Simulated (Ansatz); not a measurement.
Mulliken charges of B2H4OSi, SMILES `B[SiH]1BO1` from r2SCAN/def2-TZVPP in Ansatz (PBE0-D4/def2-TZVP geometry).

```csv
atom,x (Å),y (Å),z (Å),charge (e)
B1,-0.600,1.496,-0.367,-0.093
Si2,0.643,-0.001,-0.212,0.259
B3,-0.014,-1.729,0.363,0.069
O4,0.534,-0.950,1.283,-0.261
H5,-0.594,2.191,-1.339,0.021
H6,-1.455,1.650,0.452,0.035
H7,2.064,0.106,-0.619,-0.062
H8,-0.485,-2.820,0.384,0.032
```

Problem. By hand: the dipole of these point charges (1 e Å = 4.8032 D).

Solution. Σ q r = (-0.125, -0.004, -0.292) e Å, of length 0.318 e Å = 1.53 D.

Problem. How does the dipole of the full density compare? (An estimate is asked.)

Solution. Computed: (0.020, -0.035, -0.131) e Å, 0.66 D; the point charges give 2.32 times that, at 34° from its direction.

Point charges leave out the atoms' own dipoles, such as those of lone pairs, and Mulliken's split depends on the basis, so the two needn't agree.
